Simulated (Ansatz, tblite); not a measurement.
Removing and adding an electron: SrO2. Charge 0, multiplicity 1. Geometry: PBE-D4/def2-TZVP. Ansatz, gas phase; energy differences of separate SCF runs; the oxidised species was run as a doublet alone; the reduced species was run as a doublet alone.

```tsv
atom	x (Å)	y (Å)	z (Å)
Sr1	0.515	-0.889	0.818
O2	0.135	0.992	-0.061
O3	-0.650	-0.103	-0.757
```

In the def2 sets Sr takes a core potential; there is no spin–orbit coupling. The xTB rows come from tblite. Correlated methods freeze 2 core orbitals; core or outer-core shells of Sr are correlated, in sets that lack core-valence functions. In CCSD on the charge 1 doublet the largest single amplitude is 0.27, so its Hartree–Fock determinant may place the open shell otherwise than the density functionals do. The structure holds 1 bond(s) between oxygen atoms. The structure comes from a short search, and lower isomers may exist.

```csv
level,−HOMO (eV),vertical IE (eV),−LUMO (eV),vertical EA (eV),HOMO–LUMO gap (eV),IE − EA (eV),remarks
GFN1-xTB,9.25,13.41,8.06,4.79,1.18,8.62,–
GFN2-xTB,10.60,15.04,6.20,6.28,4.40,8.76,–
HF/def2-TZVPD,–,–,–,0.79,–,–,–
PBE-D4/def2-TZVP,2.92,6.52,2.38,–,0.54,–,–
PBE-D4/def2-TZVPD,2.96,–,2.38,0.83,0.57,–,HOMO above zero (-1 doublet)
r2SCAN-D4/def2-TZVP,2.94,6.36,1.83,–,1.11,–,–
r2SCAN-D4/def2-TZVPD,2.97,–,1.79,0.81,1.18,–,HOMO above zero (-1 doublet)
PBE0-D4/def2-TZVP,4.15,6.42,1.87,–,2.29,–,–
PBE0-D4/def2-TZVPD,4.20,–,1.86,0.88,2.33,–,HOMO above zero (-1 doublet)
MP2/def2-TZVPD,–,–,–,0.82,–,–,–
CCSD/def2-TZVPD,–,–,–,0.88,–,–,large T1 (0.024) (singlet)
CCSD/def2-TZVPP,–,6.12,–,–,–,–,"large T1 (0.025) (singlet), large T1 (0.066) (+1 doublet), spin-contaminated (⟨S²⟩ 0.88) (+1 doublet)"
CCSD(T)/def2-TZVPD,–,–,–,0.86,–,–,large T1 (0.024) (singlet)
CCSD(T)/def2-TZVPP,–,6.18,–,–,–,–,"large T1 (0.025) (singlet), large T1 (0.066) (+1 doublet), spin-contaminated (⟨S²⟩ 0.88) (+1 doublet)"
```

Run but left out: HF/def2-TZVPP, MP2/def2-TZVPP (charge +1 doublet: a determinant that CCSD turns far, T1 0.066).   A HOMO above zero means that the electron is unbound at that level or that self-interaction error raises the level; the energy of removing that electron tells which. Raw xTB energy differences between charge states are shifted by several eV; the methods need an empirical correction for them.
